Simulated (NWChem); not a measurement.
Molecule: SiH3O3Cl; SMILES O[Si](Cl)(O)O

```xyz
8

O     -0.0368     1.5450    -0.9759
Si     0.0000     0.0000    -0.4360
O      1.3564    -0.7407    -0.9759
O     -1.3196    -0.8043    -0.9759
Cl     0.0000     0.0000     1.6353
H     -0.7650     2.1003    -0.6831
H      2.2014    -0.3877    -0.6831
H     -1.4364    -1.7127    -0.6831
```
Atoms are numbered in this order, from 1.

Structure relaxed at the PBE0/def2-SVP level.

Task: Give the principal values of the shielding tensors (ppm) of O1, Si2, Cl5 from LDA (Slater exchange, VWN5)/pcSseg-1, GIAO (NWChem), with their diamagnetic and paramagnetic parts as GIAO splits them.

Result: 
| atom | σ11 | σ22 | σ33 | isotropic | diamagnetic | paramagnetic |
|---|---|---|---|---|---|---|
| O1 | 222.4 | 244.0 | 306.1 | 257.5 | 389.3 | -131.8 |
| Si2 | 341.7 | 381.5 | 381.5 | 368.2 | 883.5 | -515.3 |
| Cl5 | 750.0 | 750.0 | 1037.6 | 845.9 | 1148.6 | -302.8 |
